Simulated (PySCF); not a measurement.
In(Cl)(Br)(Me) (CH3BrClIn), SMILES [CH3][In]([Cl])[Br]. Atoms are numbered in the order given.

```xyz
7

In     0.2304    -0.4536     0.2835
Cl    -1.5566    -1.9037    -0.2867
Br    -0.0815     1.8491    -0.6546
C      1.9134    -1.0888     1.4790
H      2.6012    -0.2354     1.6164
H      2.4176    -1.9181     0.9485
H      1.5289    -1.4448     2.4531
```

Geometry optimised at PBE-D3(BJ)/def2-SVP. The structure was generated by enumeration; whether it is a known compound was not checked. The def2 effective core potentials stand for the cores of In; spin–orbit coupling is left out.

Level of theory: PBE-D3(BJ)/def2-SVP in PySCF 2.14.0.

Frequencies are harmonic and unscaled.

```tsv
mode	ν (cm⁻¹)	IR (km/mol)	moving atoms (share of kinetic energy)
1	12	0.0	H 99 %
2	80	3.4	Cl 32 %, Br 26 %, In 22 %, C 15 %
3	94	4.2	C 40 %, Cl 28 %, H 19 %, In 8 %
4	96	2.8	In 38 %, C 28 %, H 15 %, Cl 13 %
5	239	24.2	Br 60 %, In 33 %
6	349	44.3	Cl 75 %, In 22 %
7	490	14.4	C 69 %, H 16 %, In 14 %
8	700	20.8	H 86 %, C 14 %
9	726	48.7	H 85 %, C 15 %
10	1123	4.5	H 83 %, C 17 %
11	1373	1.8	H 95 %
12	1376	3.6	H 95 %
13	2999	0.3	H 98 %
14	3120	0.0	H 90 %, C 10 %
15	3134	0.1	H 90 %, C 10 %
```
